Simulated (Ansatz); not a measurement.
Cost and result up the ladder for SnH2Me(NEt2) (C5H15NSn) (22 atoms). The state is a singlet with charge 0. Geometry: r2SCAN-D4/def2-SVP.

```
atom   x (Å)   y (Å)   z (Å)
 Sn1  -1.728  -0.690  -0.658
  H2  -1.556  -1.782  -1.973
  H3  -2.755  -1.303   0.577
  C4  -2.469   1.231  -1.329
  H5  -2.376   1.969  -0.519
  H6  -3.529   1.147  -1.614
  H7  -1.891   1.580  -2.197
  N8   0.134  -0.595   0.198
  C9   1.311  -0.577  -0.653
 C10   1.578   0.747  -1.375
 C11   0.289   0.039   1.499
 C12   0.991  -0.857   2.520
 H13   1.225  -1.386  -1.403
 H14   2.198  -0.841  -0.043
 H15   0.754   0.990  -2.067
 H16   1.672   1.583  -0.663
 H17   2.509   0.703  -1.964
 H18   0.836   1.005   1.422
 H19  -0.708   0.306   1.896
 H20   0.417  -1.784   2.674
 H21   2.000  -1.142   2.181
 H22   1.099  -0.344   3.489
```

Ansatz on 4 threads of Intel Xeon on a shared host. Times are rough, and most runs start from the orbitals of an earlier one. PBE0-D4/def2-TZVPD serves as the yardstick here, not as an exact answer. Differences are given only for rows in sets of like size (and for xTB, whose basis is part of the method), since another set adds its own error. Binding counts from free atoms at the same level (Sn triplet, H doublet, C triplet, N quartet; other spins of the atoms weren't run), without zero-point energy or a counterpoise term.

In the def2 sets Sn takes a core potential, while STO-3G treats all electrons; there is no spin–orbit coupling. B3LYP takes the VWN-RPA correlation. Correlated methods freeze 10 core orbitals; core or outer-core shells of Sn are correlated, in sets that lack core-valence functions. The rows differ in basis, and correlated rows in double-zeta sets carry the largest basis error.

Correlated methods converge slowly with the basis, most of all in double-zeta sets.

```
                              level  functions  wall time  binding energy per atom (eV)  difference from PBE0-D4/def2-TZVPD (eV)
                          HF/STO-3G         72        4 s                          3.62                                        –
                    PBE-D4/def2-SVP        185      9.6 s                          3.83                                        –
             LDA (SPW92)/def2-TZVPD        413       13 s                          4.26                                     0.50
                   PBE0-D4/def2-SVP        185       15 s                          3.79                                        –
                   PBE-D4/def2-TZVP        326       16 s                          3.81                                     0.05
LDA (SPW92)/def2-TZVP (with forces)        326       19 s                          4.26                                     0.50
                       HF/def2-TZVP        326       22 s                          2.76                                    -1.01
                r2SCAN-D4/def2-TZVP        326       23 s                          3.75                                    -0.02
                  PBE0-D4/def2-TZVP        326       24 s                          3.76                                     0.00
                  PBE-D4/def2-TZVPD        413       26 s                          3.81                                     0.05
                 B3LYP-D4/def2-TZVP        326       31 s                          3.75                                    -0.01
                      MP2/def2-TZVP        326       39 s                          3.63                                    -0.13
                 PBE0-D4/def2-TZVPD        413       42 s                          3.76                                     0.00
                   CCSD(T)/def2-SVP        185    3.5 min                          3.59                                        –
```
